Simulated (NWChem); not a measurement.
System: CHBF4O; SMILES OB(C(F)(F)F)F

NWChem input:

```
start job
memory heap 200 mb stack 900 mb global 1100 mb
geometry units angstroms noautosym nocenter noautoz
  B     -0.012729     1.011390     0.000000
  C     -0.017150    -0.607510     0.000000
  F     -0.628796    -1.118933    -1.094265
  F     -0.628796    -1.118933     1.094265
  F      1.271619    -1.080397     0.000000
  F     -1.169067     1.665081     0.000000
  O      1.148923     1.692770     0.000000
  H      1.911537     1.081829     0.000000
end
basis spherical
  * library sto-3g
end
dft
  xc b3lyp
  iterations 150
end
property
  response 1 0.0773
end
task dft property
```

NWChem printed, in part:

```
             Northwest Computational Chemistry Package (NWChem) 7.3.0
             --------------------------------------------------------

                             Geometry "geometry" -> ""
                             -------------------------

 Output coordinates in angstroms (scale by  1.889725989 to convert to a.u.)

  No.       Tag          Charge          X              Y              Z
 ---- ---------------- ---------- -------------- -------------- --------------
    1 B                    5.0000    -0.01272900     1.01139000     0.00000000
    2 C                    6.0000    -0.01715000    -0.60751000     0.00000000
    3 F                    9.0000    -0.62879600    -1.11893300    -1.09426500
    4 F                    9.0000    -0.62879600    -1.11893300     1.09426500
    5 F                    9.0000     1.27161900    -1.08039700     0.00000000
    6 F                    9.0000    -1.16906700     1.66508100     0.00000000
    7 O                    8.0000     1.14892300     1.69277000     0.00000000
    8 H                    1.0000     1.91153700     1.08182900     0.00000000

 Effective nuclear repulsion energy (a.u.)     320.2372152764

                              NWChem Property Module
                              ----------------------

                                 NWChem DFT Module
                                 -----------------

 Summary of "ao basis" -> "ao basis" (spherical)
 ------------------------------------------------------------------------------
       Tag                 Description            Shells   Functions and Types
 ---------------- ------------------------------  ------  ---------------------
 B                           sto-3g                  3        5   2s1p
 C                           sto-3g                  3        5   2s1p
 F                           sto-3g                  3        5   2s1p
 O                           sto-3g                  3        5   2s1p
 H                           sto-3g                  1        1   1s

            General Information
            -------------------
          SCF calculation type: DFT
          Wavefunction type:  closed shell.
          No. of atoms     :     8
          No. of electrons :    56
           Alpha electrons :    28
            Beta electrons :    28
          Charge           :     0
          Spin multiplicity:     1
          Use of symmetry is: off; symmetry adaption is: off
          Maximum number of iterations: 150
          AO basis - number of functions:    36
                     number of shells:    22
          Convergence on energy requested:  1.00D-06
          Convergence on density requested:  1.00D-05
          Convergence on gradient requested:  5.00D-04

              XC Information
              --------------
                         B3LYP Method XC Potential
                     Hartree-Fock (Exact) Exchange  0.200
                        Slater Exchange Functional  0.800 local
                    Becke 1988 Exchange Functional  0.720 non-local
              Lee-Yang-Parr Correlation Functional  0.810
                  VWN I RPA Correlation Functional  0.190 local

             Grid Information
             ----------------
          Grid used for XC integration:  medium
          Radial quadrature: Mura-Knowles
          Angular quadrature: Lebedev.
          Tag              B.-S. Rad. Rad. Pts. Rad. Cut. Ang. Pts.
          ---              ---------- --------- --------- ---------
          B                   0.85       49           7.0       434
          C                   0.70       49           8.0       434
          F                   0.50       49           9.0       434
          O                   0.60       49           7.0       434
          H                   0.35       45           7.0       434
          Grid pruning is: on
          Number of quadrature shells:   388
          Spatial weights used:  Erf1

      Superposition of Atomic Density Guess
      -------------------------------------

 Sum of atomic energies:        -527.58615680

      Non-variational initial energy
      ------------------------------

 Total energy =    -528.072499
 1-e energy   =   -1380.944790
 2-e energy   =     532.635075
 HOMO         =      -0.175270
 LUMO         =       0.301144

   convergence    iter        energy       DeltaE   RMS-Dens  Diis-err
 ---------------- ----- ----------------- --------- --------- ---------
 d= 0,ls=0.0,diis     1   -530.2070769815 -8.50D+02  8.53D-02  2.18D+00
 d= 0,ls=0.0,diis     2   -529.9642327244  2.43D-01  4.96D-02  4.66D+00
 d= 0,ls=0.0,diis     3   -530.5879909674 -6.24D-01  5.59D-03  1.81D-02
 d= 0,ls=0.0,diis     4   -530.5895497858 -1.56D-03  2.56D-03  8.68D-03
 d= 0,ls=0.0,diis     5   -530.5909140086 -1.36D-03  4.78D-04  2.81D-04
  Resetting Diis
 d= 0,ls=0.0,diis     6   -530.5909575001 -4.35D-05  8.99D-05  7.14D-06
 d= 0,ls=0.0,diis     7   -530.5909587029 -1.20D-06  2.29D-05  1.31D-07
 d= 0,ls=0.0,diis     8   -530.5909587020  8.83D-10  1.21D-05  1.56D-07
 d= 0,ls=0.0,diis     9   -530.5909587276 -2.55D-08  2.36D-06  6.57D-09

         Total DFT energy =     -530.590958727567
      One electron energy =    -1378.776507435427
           Coulomb energy =      588.743337437970
    Exchange-Corr. energy =      -60.795004006517
 Nuclear repulsion energy =      320.237215276407

 Numeric. integr. density =       55.999996619404

                       DFT Final Molecular Orbital Analysis
                       ------------------------------------

 Vector   26  Occ=2.000000D+00  E=-2.127142D-01
              MO Center= -3.0D-01, -1.1D+00,  2.1D-07, r^2= 2.0D+00
   Bfn.  Coefficient  Atom+Function         Bfn.  Coefficient  Atom+Function
  ----- ------------  ---------------      ----- ------------  ---------------
    15      0.507233  3 F  pz                20      0.507233  4 F  pz
    14     -0.400857  3 F  py                19      0.400857  4 F  py
    25      0.400382  5 F  pz                35     -0.122433  7 O  pz
    13      0.046366  3 F  px                18     -0.046366  4 F  px
    30     -0.028335  6 F  pz

 Vector   27  Occ=2.000000D+00  E=-2.038089D-01
              MO Center=  3.0D-02, -1.1D+00,  1.2D-08, r^2= 1.9D+00
   Bfn.  Coefficient  Atom+Function         Bfn.  Coefficient  Atom+Function
  ----- ------------  ---------------      ----- ------------  ---------------
    25      0.593877  5 F  pz                13      0.503455  3 F  px
    18     -0.503455  4 F  px                15     -0.280231  3 F  pz
    20     -0.280231  4 F  pz

 Vector   28  Occ=2.000000D+00  E=-1.553596D-01
              MO Center= -8.8D-02, -3.0D-01,  3.2D-09, r^2= 2.9D+00
   Bfn.  Coefficient  Atom+Function         Bfn.  Coefficient  Atom+Function
  ----- ------------  ---------------      ----- ------------  ---------------
    14      0.487925  3 F  py                19      0.487925  4 F  py
    24      0.429744  5 F  py                29     -0.351223  6 F  py
    34     -0.265801  7 O  py                 9     -0.252056  2 C  py
     4      0.246871  1 B  py                 2     -0.197571  1 B  s
     7     -0.146348  2 C  s                 33     -0.135783  7 O  px

 Vector   29  Occ=0.000000D+00  E= 1.196206D-01
              MO Center=  3.3D-03,  9.8D-01, -2.0D-09, r^2= 1.7D+00
   Bfn.  Coefficient  Atom+Function         Bfn.  Coefficient  Atom+Function
  ----- ------------  ---------------      ----- ------------  ---------------
     5      0.856602  1 B  pz                35     -0.480050  7 O  pz
    30     -0.419254  6 F  pz                10      0.195119  2 C  pz
    14      0.156785  3 F  py                19     -0.156785  4 F  py
    13      0.105637  3 F  px                18     -0.105637  4 F  px
    25     -0.099886  5 F  pz                12      0.087475  3 F  s

 Vector   30  Occ=0.000000D+00  E= 2.957786D-01
              MO Center=  1.2D+00,  8.4D-01,  9.3D-10, r^2= 2.0D+00
   Bfn.  Coefficient  Atom+Function         Bfn.  Coefficient  Atom+Function
  ----- ------------  ---------------      ----- ------------  ---------------
    36      0.908991  8 H  s                 32     -0.764740  7 O  s
    34      0.552276  7 O  py                 8      0.408435  2 C  px
     2      0.377681  1 B  s                 33     -0.265450  7 O  px
     4      0.242825  1 B  py                23      0.228414  5 F  px
    22     -0.212707  5 F  s                 24     -0.199638  5 F  py

 Vector   31  Occ=0.000000D+00  E= 3.120494D-01
              MO Center=  2.4D-01, -2.8D-02,  3.9D-10, r^2= 2.4D+00
   Bfn.  Coefficient  Atom+Function         Bfn.  Coefficient  Atom+Function
  ----- ------------  ---------------      ----- ------------  ---------------
     8      0.792082  2 C  px                36     -0.469533  8 H  s
    23      0.460058  5 F  px                 3      0.360242  1 B  px
     2     -0.312943  1 B  s                 28      0.304002  6 F  px
    22     -0.299223  5 F  s                 27      0.293731  6 F  s
    15      0.248680  3 F  pz                20     -0.248680  4 F  pz

     Multipole analysis of the density
     ---------------------------------

[...]

 DFT Linear Response polarizability / au
 Frequency  =       0.0773000 / au
 Wavelength =     589.4353558 / nm
              X              Y              Z
 -----------------------------------------------
 X      21.4490524     -0.0145634     -0.0000000
 Y      -0.0145224     15.0239979      0.0000000
 Z      -0.0000000      0.0000000     10.7337201
 -----------------------------------------------
 Eigenvalues =      21.4490854     15.0239649     10.7337201
 Isotropic   =      15.7355901
 Anisotropic =       9.3409697
 -----------------------------------------------

 Magnetic Dipole Response Matrix (nonzero elements):

 Exiting AOResponse driver routine
```

Level: B3LYP/STO-3G. STO-3G and 3-21G are far too small for this property and stand as cheap habits. The geometry was optimised at PBE-D3(BJ)/def2-SVP.
